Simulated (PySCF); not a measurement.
# NMR data sheet: C₇H₁₄P₂

```yaml
Formula: C7H14P2
SMILES: C=CP1(=C)CCPCC1
Point_group_of_the_computed_structure: C1
Carbon_signals: 5
Proton_signals: 9
```

Bonds (- single, = double, # triple, : aromatic): C1=C2, C2-P3, P3=C4, P3-C5, C5-C6, C6-P7, P7-C8, C8-C9, C9-P3. C1 carries H10, H11; C2 carries H12; C4 carries H13, H14; C5 carries H15, H16; C6 carries H17, H18; P7 carries H19; C8 carries H20, H21; C9 carries H22, H23. H11 is cis to P3; H10 is trans to P3.

Computed data (PySCF): GIAO PBE0/pcSseg-1 shieldings, geometry from GFN2-xTB. No solvent, non-relativistic Hamiltonian, one conformer, averaged over atoms made equivalent by symmetry, fast rotation or ring inversion.

Shifts are taken against calculated references (same method and geometry level): ¹H (31.72 ppm), ¹³C (186.93 ppm) against TMS; ³¹P (318.38 ppm) against H3PO4.

| carbon | δC, type | δH (multiplicity) | HMBC from (2–3 bonds) | span of the C tensor (ppm) |
| --- | --- | --- | --- | --- |
| C1 | 129.4, CH2 | H10 5.98 (m); H11 5.65 (m) | H12 | 232 |
| C2 | 152.1, CH | 6.31 (m) | H10, H11, H16/H23, H15/H22, H13/H14 | 228 |
| C4 | -3.1, CH2 | -0.45 (m) | H12, H16/H23, H15/H22 | 41 |
| C5/C9 | 25.9, CH2 | H15 1.72 (m); H16 2.32 (m) | H12, H17/H20, H19, H16/H23, H15/H22, H18/H21, H13/H14 | 25 |
| C6/C8 | 17.2, CH2 | H17 3.99 (m); H18 1.51 (m) | H17/H20, H19, H16/H23, H15/H22, H18/H21 | 14 |

Other nuclei:
```csv
atoms,nucleus,environment,δ (ppm),σ (ppm)
H19,¹H,"hydrogen on a phosphorus bonded to 2 C, in a 6-membered ring",3.84,27.88
P3,³¹P,"phosphorus bonded to 4 C, in a 6-membered ring",-1.5,319.9
P7,³¹P,"phosphorus bonded to 2 C, H, in a 6-membered ring",-99.3,417.7
```

1. δC 152.1: alkene CH; an sp2 carbon of a C=C bond.
2. δC 129.4: terminal =CH2 carbon; the olefinic region.
3. δH 6.31: hydrogen on an alkene CH; attached to an sp2 carbon and in the plane of the double bond.
4. δH 5.98, 5.65: hydrogen on a terminal =CH2 carbon; olefinic region.
5. δH -0.45: hydrogen on a carbon double-bonded to a heavier main-group atom.

Splittings by ³¹P in the carbon and heteronuclear signals aren't shown, as no couplings were computed. Shifts are as computed. Against solution values, carbons near 30 ppm lie about +3 ppm off and those near 130 ppm about +5 ppm. Of 1211 compounds with measured shifts, 218 miss one by over three times the rms of a fit or turn the order of signals round; such compounds aren't used in these exercises. Experimental scales use liquid or dissolved standards, which lie at an offset from isolated H3PO4. No couplings were computed; multiplicities are counted from neighbouring protons, with m where these are inequivalent, close in shift, in a saturated or five-membered ring or joined by F or P, and br s for small geminal =CH2 splittings.
